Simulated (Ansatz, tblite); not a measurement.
Forces on Ga12P11H32⁻, a nanocrystal cut from zinc blende GaP (hydrogen-capped) at its PBE-D4/def2-SVP geometry. The state is a singlet with charge -1.

The xTB rows come from tblite. Single mean-field runs in def2-TZVP are fitted with def2-universal-jkfit.

GFN2-xTB (tblite), largest force 1.14 eV/Å:

```xyz
55
positions Å, forces eV/Å
P    -4.039   -0.730   -1.808   -0.814   -0.181   -0.342
P    -1.835    2.642    3.002   -0.267    0.301    0.879
P     1.136   -0.250    3.667    0.143    0.108    1.126
P    -1.530   -3.528   -1.261   -0.394   -0.837   -0.428
P     0.913   -3.258    1.408    0.349   -0.801    0.547
P    -1.614   -0.500    1.075   -0.600   -0.031    0.470
P    -1.304    1.880   -1.907    0.032    0.842   -0.467
P     1.246    2.164    0.804    0.239    0.748    0.151
P     1.181   -0.973   -1.633    0.279   -0.233   -0.703
P     3.678   -0.746    1.183    1.121   -0.058    0.218
P     3.690    1.826   -2.034    0.941    0.172   -0.186
Ga   -3.254    1.057    1.842   -0.100   -0.020   -0.080
Ga   -2.962   -2.077   -0.082   -0.149   -0.001   -0.016
Ga   -3.461    1.374   -2.877   -0.061    0.015   -0.093
Ga   -0.471   -1.789    2.670   -0.182   -0.211    0.127
Ga   -0.006    3.854    1.954    0.082    0.059   -0.079
Ga    2.640    1.106    2.341    0.161    0.189    0.098
Ga   -0.373   -4.982    0.272    0.029    0.049    0.013
Ga   -0.417   -2.211   -2.943    0.074    0.059   -0.072
Ga    2.421   -2.333   -0.188    0.126   -0.275   -0.159
Ga   -0.050    0.550   -0.347    0.037    0.026   -0.080
Ga    2.555    3.503   -0.698   -0.085    0.046    0.051
Ga    2.543    0.082   -3.288   -0.061   -0.054   -0.093
H    -4.349   -1.642   -2.865    0.076    0.453    0.580
H    -5.377   -0.543   -1.333    0.669   -0.177   -0.266
H    -2.663    3.625    3.638    0.504   -0.612   -0.311
H    -1.374    2.011    4.202   -0.321    0.395   -0.567
H     1.895   -0.959    4.655   -0.429    0.419   -0.454
H     0.457    0.639    4.561    0.391   -0.514   -0.366
H    -2.449   -4.388   -1.951    0.419    0.470    0.332
H     1.730   -3.948    2.365   -0.343    0.351   -0.420
H    -1.366    3.184   -1.323    0.129   -0.592   -0.302
H    -0.379    2.154   -2.961   -0.386   -0.056    0.549
H     4.450   -1.472    2.148   -0.340    0.409   -0.533
H     4.778   -0.209    0.441   -0.495   -0.372    0.442
H     4.744    1.249   -1.256   -0.478    0.376   -0.486
H     4.534    2.531   -2.954   -0.451   -0.452    0.583
H    -4.247    0.406    2.890    0.203    0.116   -0.232
H    -3.784    1.829    0.557    0.007   -0.172    0.204
H    -4.106   -2.702    0.817    0.179    0.060   -0.050
H    -4.484    2.453   -2.334    0.138   -0.147   -0.163
H    -3.247    1.079   -4.415   -0.100    0.114    0.240
H    -1.284   -2.480    3.835    0.070    0.099   -0.143
H     0.875    4.479    3.117   -0.169   -0.118   -0.220
H    -0.742    4.767    0.885    0.202   -0.114    0.205
H     3.670    1.898    3.237   -0.126   -0.078   -0.110
H    -1.411   -5.596    1.305    0.195    0.083   -0.184
H     0.662   -5.900   -0.505   -0.206    0.139    0.168
H     0.328   -3.135   -3.995   -0.159    0.212    0.254
H    -1.490   -1.131   -3.433    0.134   -0.125    0.006
H     3.448   -3.382   -0.772   -0.134    0.146    0.049
H     1.579    4.221   -1.722    0.185   -0.056    0.242
H     3.650    4.313    0.117   -0.221   -0.159   -0.162
H     1.614    0.907   -4.277    0.181   -0.211    0.127
H     3.649   -0.920   -3.825   -0.224    0.204    0.108
```

PBE-D4/def2-TZVP (Ansatz), largest force 0.20 eV/Å:

```
P -0.174 -0.053 -0.064
P -0.047 0.046 0.182
P 0.006 0.017 0.201
P -0.087 -0.090 -0.063
P 0.065 -0.105 0.078
P -0.038 -0.014 0.013
P 0.070 0.165 -0.066
P 0.015 0.043 0.008
P 0.009 -0.016 -0.038
P 0.203 -0.024 0.018
P 0.188 0.020 -0.024
Ga 0.036 0.000 0.029
Ga 0.017 0.001 -0.031
Ga -0.004 -0.011 0.002
Ga 0.035 0.016 -0.013
Ga 0.004 -0.032 0.014
Ga -0.012 -0.025 -0.007
Ga -0.002 0.036 -0.004
Ga 0.011 -0.021 0.031
Ga -0.011 0.024 0.036
Ga 0.013 0.008 0.007
Ga 0.008 -0.027 0.010
Ga 0.012 0.001 0.030
H 0.034 0.111 0.136
H 0.162 -0.030 -0.067
H 0.109 -0.129 -0.070
H -0.071 0.090 -0.155
H -0.100 0.093 -0.117
H 0.097 -0.115 -0.099
H 0.104 0.103 0.082
H -0.094 0.087 -0.112
H 0.019 -0.166 -0.092
H -0.121 -0.020 0.141
H -0.090 0.095 -0.126
H -0.127 -0.077 0.108
H -0.132 0.085 -0.113
H -0.098 -0.093 0.120
H 0.015 0.013 -0.031
H 0.003 -0.020 0.026
H 0.021 0.012 -0.012
H 0.020 -0.020 -0.019
H -0.009 0.012 0.034
H 0.010 0.012 -0.023
H -0.018 -0.008 -0.032
H 0.014 -0.016 0.023
H -0.021 -0.011 -0.019
H 0.025 0.008 -0.022
H -0.022 0.014 0.020
H -0.025 0.032 0.026
H 0.016 -0.021 0.010
H -0.021 0.017 0.006
H 0.025 -0.012 0.022
H -0.033 -0.012 -0.019
H 0.022 -0.017 0.017
H -0.031 0.021 0.006
```

PBE0-D4/def2-TZVP (Ansatz), largest force 0.49 eV/Å:

```
P -0.428 -0.171 -0.138
P -0.111 0.103 0.460
P 0.024 0.059 0.486
P -0.250 -0.186 -0.123
P 0.168 -0.179 0.197
P -0.026 -0.049 0.011
P 0.220 0.378 -0.111
P 0.039 0.019 0.030
P 0.011 -0.008 0.000
P 0.491 -0.024 0.058
P 0.478 0.050 -0.047
Ga 0.064 -0.004 0.022
Ga 0.040 0.031 -0.043
Ga 0.010 -0.025 0.015
Ga 0.031 0.019 -0.038
Ga -0.001 -0.045 -0.007
Ga -0.037 -0.040 -0.023
Ga 0.006 0.064 -0.013
Ga 0.024 -0.014 0.053
Ga -0.033 0.025 0.026
Ga -0.012 0.019 -0.018
Ga -0.014 -0.046 0.007
Ga -0.010 -0.001 0.041
H 0.101 0.251 0.295
H 0.378 -0.049 -0.129
H 0.238 -0.280 -0.192
H -0.137 0.181 -0.359
H -0.212 0.196 -0.295
H 0.197 -0.260 -0.260
H 0.250 0.240 0.187
H -0.222 0.198 -0.265
H 0.016 -0.375 -0.173
H -0.270 -0.077 0.300
H -0.237 0.204 -0.272
H -0.323 -0.168 0.219
H -0.316 0.173 -0.231
H -0.251 -0.200 0.258
H 0.079 0.061 -0.101
H 0.028 -0.070 0.103
H 0.107 0.054 -0.082
H 0.086 -0.092 -0.065
H -0.031 0.039 0.136
H 0.076 0.066 -0.109
H -0.077 -0.048 -0.105
H 0.064 -0.066 0.097
H -0.101 -0.077 -0.089
H 0.093 0.042 -0.094
H -0.095 0.067 0.075
H -0.080 0.095 0.094
H 0.077 -0.089 0.036
H -0.096 0.099 0.055
H 0.090 -0.049 0.087
H -0.102 -0.063 -0.076
H 0.085 -0.073 0.072
H -0.100 0.092 0.040
```
